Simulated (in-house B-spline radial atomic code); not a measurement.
Ge III (Ge2+) is squeezed into an impenetrable sphere of radius R (the orbitals vanish at R). Caution: exact exchange at fractional occupations of open shells leaves self-interaction of up to several eV. Level of theory: non-relativistic PBE0, spin-polarised, spherical fractional occupations, point nucleus; calculated with a B-spline radial code for spherical atoms.

Energies in eV above the free ion in [Ar] 3d10 4s2:

```json
{"R (bohr)": "7.93", "highest level (eV)": "-29.8", "[Ar] 3d10 4s2": "0.0001438", "[Ne] 3s2 3p5 3d10 4s2 4d1": "137.5", "[Ar] 3d10 4s1 4p1": "8.271", "-dE/dV in [Ar] 3d10 4s2 (GPa)": "0.000505"}
{"R (bohr)": "6.31", "highest level (eV)": "-29.8", "[Ar] 3d10 4s2": "0.008037", "[Ne] 3s2 3p5 3d10 4s2 4d1": "137.9", "[Ar] 3d10 4s1 4p1": "8.302", "-dE/dV in [Ar] 3d10 4s2 (GPa)": "0.0417"}
{"R (bohr)": "5.32", "highest level (eV)": "-29.7", "[Ar] 3d10 4s2": "0.08161", "[Ne] 3s2 3p5 3d10 4s2 4d1": "138.8", "[Ar] 3d10 4s1 4p1": "8.482", "-dE/dV in [Ar] 3d10 4s2 (GPa)": "0.564"}
{"R (bohr)": "4.43", "highest level (eV)": "-29.2", "[Ar] 3d10 4s2": "0.5788", "[Ne] 3s2 3p5 3d10 4s2 4d1": "141.2", "[Ar] 3d10 4s1 4p1": "9.349", "-dE/dV in [Ar] 3d10 4s2 (GPa)": "5.41"}
{"R (bohr)": "3.68", "highest level (eV)": "-27.6", "[Ar] 3d10 4s2": "2.754", "[Ne] 3s2 3p5 3d10 4s2 4d1": "147.3", "[Ar] 3d10 4s1 4p1": "12.4", "-dE/dV in [Ar] 3d10 4s2 (GPa)": "35.7"}
{"R (bohr)": "3.16", "highest level (eV)": "-24.4", "[Ar] 3d10 4s2": "7.917", "[Ne] 3s2 3p5 3d10 4s2 4d1": "158.3", "[Ar] 3d10 4s1 4p1": "18.83", "-dE/dV in [Ar] 3d10 4s2 (GPa)": "139"}
{"R (bohr)": "2.8", "highest level (eV)": "-19.4", "[Ar] 3d10 4s2": "16.59", "[Ne] 3s2 3p5 3d10 4s2 4d1": "174.3", "[Ar] 3d10 4s1 4p1": "28.95", "-dE/dV in [Ar] 3d10 4s2 (GPa)": "380"}
{"R (bohr)": "2.28", "highest level (eV)": "-2.07", "[Ar] 3d10 4s2": "51.3", "[Ne] 3s2 3p5 3d10 4s2 4d1": "229.6", "[Ar] 3d10 4s1 4p1": "67.14", "-dE/dV in [Ar] 3d10 4s2 (GPa)": "1940"}
{"R (bohr)": "1.88", "highest level (eV)": "34.1", "[Ar] 3d10 4s2": "135.2", "[Ne] 3s2 3p5 3d10 4s2 4d1": "347.7", "[Ar] 3d10 4s1 4p1": "155.3", "-dE/dV in [Ar] 3d10 4s2 (GPa)": "8520"}
{"R (bohr)": "1.21", "highest level (eV)": "314", "[Ar] 3d10 4s2": "1024", "[Ne] 3s2 3p5 3d10 4s2 4d1": "1424", "[Ar] 3d10 4s1 4p1": "1046", "-dE/dV in [Ar] 3d10 4s2 (GPa)": "214000"}
```

Task: Does [Ne] 3s2 3p5 3d10 4s2 4d1 fall below [Ar] 3d10 4s2 under compression?

Result: No, it stays above over the whole range.

Task: Does [Ar] 3d10 4s1 4p1 fall below [Ar] 3d10 4s2 under compression?

Result: No, it stays above over the whole range.

The highest level is first positive in the row R = 1.88 bohr, pushed up by confinement above the zero of the free ion's potential. Each configuration is held fixed and needn't be the lowest in the sphere.
